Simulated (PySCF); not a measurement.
**TlN: frontier orbitals**

M06-L at R = 2.325 Å; basis Tl cc-pVDZ-PP with ECP60, N cc-pVDZ; scalar-relativistic core potentials; PySCF 2.14. State: ³Σ⁻ (triplet), unpaired electrons π ↑↑. Only the outer orbitals are listed, counted within each symmetry, core potentials removing the inner ones.

```csv
spin,orbital,occ.,ε (eV),on Tl (%),main shells (%)
α,6σ,1,-9.33,87,"86 Tl s, 10 N p"
α,3π,1,-6.13,6,94 N p
α,3π,1,-6.13,6,94 N p
α,7σ,1,-4.86,28,"72 N p, 18 Tl p, 9 Tl s"
α,4π,0,-1.62,96,95 Tl p
α,4π,0,-1.62,96,95 Tl p
α,8σ,0,0.43,91,"84 Tl p, 11 N p"
β,5σ,1,-14.15,32,"68 N s, 21 Tl d, 8 Tl s"
β,6σ,1,-9.01,86,"84 Tl s, 8 N s"
β,7σ,1,-3.79,31,"67 N p, 26 Tl p"
β,3π,0,-2.63,67,"66 Tl p, 33 N p"
β,3π,0,-2.63,67,"66 Tl p, 33 N p"
β,4π,0,-0.40,37,"62 N p, 34 Tl p"
```

Q: Which are the highest filled and the lowest empty level, where do they sit, and how wide is the gap?

A: Highest filled β 7σ at -3.79 eV (in %: 67 N p, 26 Tl p); lowest empty β 3π at -2.63 eV (in %: 66 Tl p, 33 N p); the gap at M06-L is 1.16 eV.

```json
{
 "bond order (Mayer)": "0.90",
 "⟨S²⟩": "2.020",
 "charge on Tl (Mulliken, basis-dependent)": "0.43",
 "charge on Tl (Löwdin, basis-dependent)": "0.40",
 "dipole moment (positive dipole means Tl(−)N(+))": "-2.88 D"
}
```

Spin–orbit coupling is left out, which matters for elements this heavy, above all for dissociation energies. The state is the lowest determinant that a PBE0 search found; another state may lie lower at other levels.
